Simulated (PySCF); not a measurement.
C7H6.
Bonds: C1–C2 (double), C2–C3, C3–C4 (triple), C4–C5, C5–C6, C6–C7 (double), C5–C7. Hydrogens: H8, H9 on C1; H10 on C2; H11 on C5; H12 on C6; H13 on C7.

Computed by this run: PBE0/def2-SVP geometry optimisation, gas phase (PySCF); density fitting, grid level 1; the optimiser is geomeTRIC in internal coordinates, started from a GFN2-xTB structure.

Step 0: E = -7337.3700 eV
```
atom  x, y, z in Å  |  force x, y, z in eV/Å
C1     -3.1927    0.2081    0.0609   -0.332   0.058   0.038
C2     -2.1201   -0.3422   -0.4990    0.283  -0.084  -0.069
C3     -0.8005   -0.0870   -0.0789   -0.598  -0.095  -0.169
C4      0.3312    0.1297    0.2779    0.584   0.128   0.209
C5      1.6747    0.3795    0.6938    0.477  -0.249  -0.269
C6      2.7298   -0.6894    0.5219   -0.229   1.079  -0.426
C7      2.8021    0.3009   -0.3104   -0.350  -0.586   0.967
H8     -3.1074    0.8959    0.8857    0.096   0.367   0.446
H9     -4.1872   -0.0120   -0.2877   -0.534  -0.166  -0.247
H10    -2.2161   -1.0334   -1.3287   -0.188  -0.286  -0.357
H11     1.7562    1.0752    1.5277    0.085   0.266   0.328
H12     3.0745   -1.6208    0.8971    0.304  -0.889   0.338
H13     3.2512    0.7961   -1.1351    0.402   0.457  -0.791
```

Task: Estimate the geometry and energy of step 1. (The exact step hangs on the optimiser's Hessian estimate; all steps are aligned on step 0, rigid shifts and turns removed.)

Result: E = -7337.4404 eV, largest force 0.221 eV/Å
```
atom  x, y, z in Å  |  force x, y, z in eV/Å
C1     -3.2411    0.2126    0.0619   -0.045   0.044   0.049
C2     -2.1474   -0.3339   -0.4906   -0.029  -0.055  -0.069
C3     -0.8128   -0.0826   -0.0741   -0.027  -0.006  -0.007
C4      0.3404    0.1159    0.2632    0.046  -0.006  -0.005
C5      1.7005    0.3673    0.6806    0.035   0.077   0.096
C6      2.7750   -0.6822    0.5314    0.029  -0.194   0.099
C7      2.8470    0.3047   -0.2990    0.055   0.129  -0.170
H8     -3.1648    0.9113    0.8999   -0.014  -0.017  -0.022
H9     -4.2401   -0.0269   -0.3117    0.032  -0.003  -0.001
H10    -2.2671   -1.0315   -1.3309    0.017   0.029   0.036
H11     1.7717    1.0730    1.5262   -0.019  -0.040  -0.049
H12     3.1274   -1.6396    0.9148   -0.033   0.098  -0.043
H13     3.3070    0.8123   -1.1467   -0.045  -0.057   0.086
```

The energy changes by -0.0704 eV. The first-order estimate −F·Δx gives -0.1503 eV and the mean of the old and new forces, exact on a quadratic surface, -0.0714 eV. The step makes an angle of 70° with the force vector and moves no atom by more than 0.061 Å.

What follows is the cost of the whole optimisation. Hardware: an Arm Neoverse N1 with one thread, shared host. Cost: 32 s of wall time, 0.53 GiB resident at most.
